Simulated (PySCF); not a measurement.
Dipole moment and polarisability of `C=Cc1nccnc1Cl`

Species: C₆H₅ClN₂.
Cartesian coordinates in Å at the GFN2-xTB level; atoms count from 1:
```
atom  x, y, z in Å
C1     2.4429   -0.8455    0.4175
C2     1.7087    0.2468    0.2373
C3     0.2712    0.2001    0.0268
N4    -0.3372   -0.9844    0.0132
C5    -1.6426   -1.0349   -0.1791
C6    -2.3925    0.1171   -0.3670
N7    -1.8126    1.3084   -0.3574
C8    -0.5127    1.3555   -0.1650
Cl9    0.1780    2.9315   -0.1632
H10    1.9855   -1.8201    0.4141
H11    3.5066   -0.7942    0.5713
H12    2.1511    1.2322    0.2381
H13   -2.0868   -2.0200   -0.1810
H14   -3.4604    0.1070   -0.5277
```

Level: B3LYP/def2-SVPD (PySCF), static field, nuclei fixed, core orbitals frozen in the response. The polarisability tensor in these axes (au):

```
x   132.55  -2.09  11.52
y    -2.09 116.45  -4.20
z    11.52  -4.20  58.32
```

**Question.** Give the principal values, the mean and the anisotropy Δα = √{½[(α1 − α2)² + (α2 − α3)² + (α1 − α3)²]}.

**Answer.** Principal values 56.33, 116.29 and 134.70 au; mean 102.44 au = 15.18 Å³ = 16.89 × 10⁻⁴⁰ C²·m²/J; Δα = 70.98 au (69 % of the mean).

**Question.** What is the dipole moment, and where does it point?

**Answer.** (-0.04, -1.61, 0.10) D, 1.61 D in size, pointing from the negative to the positive side. Measured along this direction, the outermost atoms are Cl9 at the negative end and H13 at the positive end.

**Question.** Orientational against electronic polarisability at 250 K (dilute gas, rigid molecules)?

**Answer.** In Gaussian units μ²/3kT = 25.09 Å³ against 15.18 Å³, a ratio of 1.65; the Debye molar polarisation (4π/3)N_A(α + μ²/3kT) is 101.6 cm³/mol, leaving out the vibrational part.

**Question.** Refractivity n − 1 of an ideal gas of it at 298.15 K and 1 atm, from the electronic α?

**Answer.** N = p/kT = 2.4615 × 10¹⁹ cm⁻³, so n − 1 = 2π × N × 15.18 × 10⁻²⁴ cm³ = 2348 × 10⁻⁶ at long wavelengths.

**Question.** Find the Langevin capture rate constant for H3O+ (19.018 u) meeting this molecule (140.014 u), k = 2.342 × 10⁻⁹ cm³/s × √(α in Å³ / reduced mass in u).

**Answer.** The reduced mass is 16.74 u, so k = 2.23 × 10⁻⁹ cm³/s. The formula leaves out the permanent dipole, which adds to the capture rate.

**Question.** What depolarisation ratio follows for Rayleigh scattering of linearly polarised light, taking the static tensor?

**Answer.** ρ = 3Δα²/(45ᾱ² + 4Δα²) = 15114.2/(472228 + 20152.3) = 0.0307.

**Question.** Molar refractivity from α?

**Answer.** Lorentz–Lorenz: R = (4π/3)N_A α = 2.5225 cm³/(mol·Å³) × 15.18 Å³ = 38.3 cm³/mol, in the limit of long wavelengths.

Geometry: GFN2-xTB, one conformer, isolated molecule.

These values come from a run that also computed excited states. The run took 46 s wall on Arm Neoverse V1, one thread, on a shared host.
